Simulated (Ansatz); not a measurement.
Ansatz (a program for electronic structure) input (CCSD(T,core; 1s of Na to Cl frozen)/cc-pwCVTZ):
A basis named .json is the Basis Set Exchange file of that set.

Ansatz 0.2 input:
```yaml
crystal:
  periodic: [false, false, false]
  atoms:
    - {symbol: O, position_ang: [-0.80629552, 1.87916805, -0.05012446]}
    - {symbol: B, position_ang: [-0.05860014, 0.73581423, 0.02551641]}
    - {symbol: O, position_ang: [1.28640748, 0.79574506, 0.26458340]}
    - {symbol: Si, position_ang: [2.39173060, -0.43255768, 0.39888137]}
    - {symbol: O, position_ang: [-0.67262216, -0.47255917, -0.14109116]}
    - {symbol: Si, position_ang: [-2.24699953, -0.89171942, -0.43791024]}
    - {symbol: H, position_ang: [-0.28434866, 2.67673061, 0.08032663]}
    - {symbol: H, position_ang: [3.69658368, 0.20879548, 0.65919057]}
    - {symbol: H, position_ang: [2.03864537, -1.32678731, 1.52312315]}
    - {symbol: H, position_ang: [2.45659962, -1.21095177, -0.85735509]}
    - {symbol: H, position_ang: [-2.70239896, -0.31178238, -1.72002953]}
    - {symbol: H, position_ang: [-3.12056853, -0.42767759, 0.66167507]}
    - {symbol: H, position_ang: [-2.27766532, -2.36635032, -0.51505086]}
basis:
  gaussian:
    orbitals: cc-pwCVTZ.json
magnetization: {spin_polarized: false}
correlation: {method: ccsd_t, frozen_orbitals: {B: 0, H: 0, O: 0, Si: 1}}
```

End of the output:

```
integrals: 5.50 GiB planned
2259 factors; integrals over basis functions are off by at most 1.2e-3 eV
2.64 GiB of device memory are held for the factors and their scratch space
mean field: 2.71 GiB planned
mean field evaluation 1: about -22623.5060 eV, gradient 5.3e1 eV
mean field evaluation 2: about -22623.8877 eV, gradient 5.4e1 eV
mean field evaluation 4: about -22629.3132 eV, gradient 3.9e0 eV
mean field evaluation 8: about -22629.3917 eV, gradient 3.0e-1 eV
mean field evaluation 16: about -22623.5072 eV, gradient 5.3e1 eV
mean field -22629.39197542 eV, -831.6148163439 hartree, gradient 3.7e-6 eV, S^2 0.000000; 0 other end points of the search recorded, 0 dependent functions left out
2 core orbitals not correlated
reference -22629.39197542 eV, -831.6148163439 hartree; 30, 30 occupied and 356, 356 virtual orbitals, 2259 factors
second order -48.26197931 eV of doubles, -0.00000000 eV of singles
coupled cluster: 42.84 GiB planned
cycle   1  -48.72297311 eV  change   -4.6e-1 eV  update   1.2e-1
cycle   2  -49.57585257 eV  change   -8.5e-1 eV  update   3.4e-2
cycle   3  -49.73900666 eV  change   -1.6e-1 eV  update   1.7e-2
cycle   4  -49.70727998 eV  change    3.2e-2 eV  update   3.7e-3
cycle   5  -49.70588639 eV  change    1.4e-3 eV  update   1.6e-3
cycle   6  -49.70712245 eV  change   -1.2e-3 eV  update   4.2e-4
cycle   7  -49.70693663 eV  change    1.9e-4 eV  update   1.5e-4
cycle   8  -49.70682667 eV  change    1.1e-4 eV  update   4.2e-5
cycle   9  -49.70683086 eV  change   -4.2e-6 eV  update   1.7e-5
perturbative correction -1.26208585 eV, -0.0463807996 hartree
Total energy: -22680.36089213 eV, -833.4878894850 hartree
```
